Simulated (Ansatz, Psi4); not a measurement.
Psi4 was given this input:
```
memory 2 GB

molecule {
-1 2
  Cl   -0.80000000    1.48110000   -0.43510000
  C     0.00290000    0.00110000    0.11580000
  Cl   -0.90250000   -1.42970000   -0.40560000
  Cl    1.66890000   -0.06370000   -0.48340000
  H     0.03060000    0.01120000    1.20840000
}

set basis sto-3g
set reference uhf
set freeze_core true
set mp2_type conv
set scf_type pk
set puream true
set d_convergence 1e-8

energy('mp2')
print_variables()
```

Question: Give the equivalent Ansatz (an electronic-structure program) input.

Answer: This is not unique; one that fits is 
Ansatz 0.2 input:
```yaml
crystal:
  periodic: [false, false, false]
  atoms:
    - {symbol: Cl, position_ang: [-0.80000000, 1.48110000, -0.43510000]}
    - {symbol: C, position_ang: [0.00290000, 0.00110000, 0.11580000]}
    - {symbol: Cl, position_ang: [-0.90250000, -1.42970000, -0.40560000]}
    - {symbol: Cl, position_ang: [1.66890000, -0.06370000, -0.48340000]}
    - {symbol: H, position_ang: [0.03060000, 0.01120000, 1.20840000]}
basis:
  gaussian:
    orbitals: STO-3G
total_charge: -1
magnetization: {spin_polarized: true, initial_magnetization: 1}
correlation: {method: mp2, electrons: outside_noble_gas}
accuracy: high
```

Both were run: Psi4 gave -1401.536859 Eh and Ansatz -1401.536859 Eh, 0.000 mEh apart.
